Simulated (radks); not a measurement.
Valence configurations of Co II (all share [Ar]). All-electron calculation, non-relativistic Kohn-Sham, TPSS, spin-polarised, spherical densities, point nucleus; open shells are filled with parallel spins first; meta-GGA in the generalised Kohn-Sham scheme. Program: a radial shooting solver on a logarithmic mesh with Libxc functionals. Energies are relative to 3d8; eigenvalues in eV for spin up.

valence,E (eV),moment (Bohr magnetons),e(3d),e(4p),e(4s)
3d8,0.000,2,-12.938,-,-
3d7.5 4s0.5,0.298,3,-15.538,-,-11.977
3d7 4s1,0.985,4,-18.402,-,-13.205
3d6 4s2,6.245,4,-24.918,-,-14.719
3d7 4p1,6.390,4,-19.795,-8.545,-
3d6 4s1 4p1,10.127,6,-26.177,-10.040,-16.164
3d5 4s2 4p1,20.008,6,-33.682,-11.135,-17.838
3d5 4p3,30.417,8,-35.875,-12.573,-
3d4 4s2 4p2,45.843,6,-42.347,-13.137,-20.513
3d4 4p4,60.264,6,-44.777,-14.207,-

NIST lists [Ar] 3d8 as the ground configuration; this level of theory agrees among the configurations tried. The energies are those of spherical high-spin densities, not of single terms.
